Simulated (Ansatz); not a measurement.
Reaction (ligand exchange at the Al–C bond): `[OH][Al]([OH])[CH]1B[SiH2]1` + H₂Se → `[OH][Al]([OH])[SeH]` + `B1C[SiH2]1`

Gas-phase electronic energies from Ansatz, PBE0-D4/def2-TZVP geometries. CCSD(T)/CBS is the MP2 limit (def2-TZVPP, def2-QZVPP) plus CCSD(T) − MP2 in def2-TZVPP, frozen cores. Functionals use def2-TZVPP. B3LYP here is the variant with VWN-RPA as its local correlation; programs differ in this. HSE06 is defined as in plane-wave codes. For Se outer-core shells are correlated without core-valence functions, which leaves a few kJ/mol of doubt a bond. Scalar relativity is left out up to krypton. One conformer a species, not always the lowest.

```json
{"level": "LDA (SPW92)", "ΔE (kcal/mol)": "-7.6", "difference from CCSD(T)/CBS": "2.9"}
{"level": "PBE-D4", "ΔE (kcal/mol)": "-9.7", "difference from CCSD(T)/CBS": "0.8"}
{"level": "revPBE-D4", "ΔE (kcal/mol)": "-9.9", "difference from CCSD(T)/CBS": "0.6"}
{"level": "BLYP-D4", "ΔE (kcal/mol)": "-11.7", "difference from CCSD(T)/CBS": "-1.2"}
{"level": "r2SCAN-D4", "ΔE (kcal/mol)": "-9.4", "difference from CCSD(T)/CBS": "1.1"}
{"level": "PBE0-D4", "ΔE (kcal/mol)": "-9.7", "difference from CCSD(T)/CBS": "0.8"}
{"level": "B3LYP-D4", "ΔE (kcal/mol)": "-11.5", "difference from CCSD(T)/CBS": "-1.0"}
{"level": "r2SCANh-D4", "ΔE (kcal/mol)": "-9.5", "difference from CCSD(T)/CBS": "1.0"}
{"level": "r2SCAN0-D4", "ΔE (kcal/mol)": "-9.6", "difference from CCSD(T)/CBS": "0.9"}
{"level": "HSE06-D4", "ΔE (kcal/mol)": "-9.9", "difference from CCSD(T)/CBS": "0.6"}
{"level": "BHLYP-D4", "ΔE (kcal/mol)": "-11.8", "difference from CCSD(T)/CBS": "-1.3"}
{"level": "CAM-B3LYP-D4", "ΔE (kcal/mol)": "-10.9", "difference from CCSD(T)/CBS": "-0.4"}
{"level": "ωB97X-V", "ΔE (kcal/mol)": "-9.8", "difference from CCSD(T)/CBS": "0.7"}
{"level": "ωB97M-V", "ΔE (kcal/mol)": "-9.6", "difference from CCSD(T)/CBS": "0.9"}
{"level": "B2PLYP", "ΔE (kcal/mol)": "-12.1", "difference from CCSD(T)/CBS": "-1.6"}
{"level": "PBE-QIDH", "ΔE (kcal/mol)": "-10.2", "difference from CCSD(T)/CBS": "0.3"}
{"level": "PBE", "ΔE (kcal/mol)": "-10.7", "difference from CCSD(T)/CBS": "-0.2"}
{"level": "revPBE", "ΔE (kcal/mol)": "-11.9", "difference from CCSD(T)/CBS": "-1.4"}
{"level": "BLYP", "ΔE (kcal/mol)": "-13.7", "difference from CCSD(T)/CBS": "-3.2"}
{"level": "r2SCAN", "ΔE (kcal/mol)": "-9.7", "difference from CCSD(T)/CBS": "0.8"}
{"level": "PBE0", "ΔE (kcal/mol)": "-10.7", "difference from CCSD(T)/CBS": "-0.2"}
{"level": "B3LYP", "ΔE (kcal/mol)": "-13.1", "difference from CCSD(T)/CBS": "-2.6"}
{"level": "r2SCANh", "ΔE (kcal/mol)": "-9.9", "difference from CCSD(T)/CBS": "0.6"}
{"level": "r2SCAN0", "ΔE (kcal/mol)": "-10.0", "difference from CCSD(T)/CBS": "0.5"}
{"level": "HSE06", "ΔE (kcal/mol)": "-10.7", "difference from CCSD(T)/CBS": "-0.2"}
{"level": "BHLYP", "ΔE (kcal/mol)": "-13.1", "difference from CCSD(T)/CBS": "-2.6"}
{"level": "CAM-B3LYP", "ΔE (kcal/mol)": "-11.9", "difference from CCSD(T)/CBS": "-1.4"}
{"level": "LC-ωPBE", "ΔE (kcal/mol)": "-9.2", "difference from CCSD(T)/CBS": "1.3"}
{"level": "RPA@PBE/def2-TZVPP", "ΔE (kcal/mol)": "-10.0", "difference from CCSD(T)/CBS": "0.5"}
{"level": "HF/def2-SVP", "ΔE (kcal/mol)": "-14.0", "difference from CCSD(T)/CBS": "-3.5"}
{"level": "MP2/def2-SVP", "ΔE (kcal/mol)": "-8.8", "difference from CCSD(T)/CBS": "1.7"}
{"level": "CCSD/def2-SVP", "ΔE (kcal/mol)": "-9.3", "difference from CCSD(T)/CBS": "1.2"}
{"level": "CCSD(T)/def2-SVP", "ΔE (kcal/mol)": "-8.5", "difference from CCSD(T)/CBS": "2.0"}
{"level": "HF/def2-TZVPP", "ΔE (kcal/mol)": "-15.5", "difference from CCSD(T)/CBS": "-5.0"}
{"level": "MP2/def2-TZVPP", "ΔE (kcal/mol)": "-10.4", "difference from CCSD(T)/CBS": "0.1"}
{"level": "CCSD/def2-TZVPP", "ΔE (kcal/mol)": "-10.9", "difference from CCSD(T)/CBS": "-0.4"}
{"level": "HF/def2-QZVPP", "ΔE (kcal/mol)": "-15.3", "difference from CCSD(T)/CBS": "-4.8"}
{"level": "MP2/def2-QZVPP", "ΔE (kcal/mol)": "-10.5", "difference from CCSD(T)/CBS": "0.0"}
{"level": "SCS-MP2/def2-QZVPP", "ΔE (kcal/mol)": "-11.3", "difference from CCSD(T)/CBS": "-0.8"}
{"level": "HF/CBS(def2)", "ΔE (kcal/mol)": "-15.3", "difference from CCSD(T)/CBS": "-4.8"}
{"level": "CCSD(T)/CBS", "ΔE (kcal/mol)": "-10.5", "difference from CCSD(T)/CBS": "0"}
```

(1) What do rigid-rotor, harmonic-oscillator terms from PBE0-D4/def2-TZVP frequencies (298.15 K, 1 bar) make of the CCSD(T)/CBS value? (Best estimate.)

Largest T1 diagnostic among the species: 0.014.

## Answers

(1) Ansatz gave: ΔZPE = +2.2 kcal/mol, ΔH = -8.7 kcal/mol, ΔS = 20 J/(mol·K), ΔG = -10.2 kcal/mol.

Leaving LDA and LC-ωPBE aside and taking each functional with its dispersion term where it has one, the values, not all of them listed here, spread over 4.1 kcal/mol, from B2PLYP to B97M-V. LDA lies +3.1 kcal/mol from PBE without D4. The D4 term adds +1.6 kcal/mol with B3LYP and +0.9 kcal/mol with PBE0; it sums over pairs of atoms, weighted by their polarisabilities, and B3LYP, whose exchange is more repulsive, gets the larger term. In def2-TZVPP, CCSD(T) changes the Hartree–Fock value by +5.3 kcal/mol (the triples alone add +0.7 kcal/mol) and MP2 by +5.1 kcal/mol.
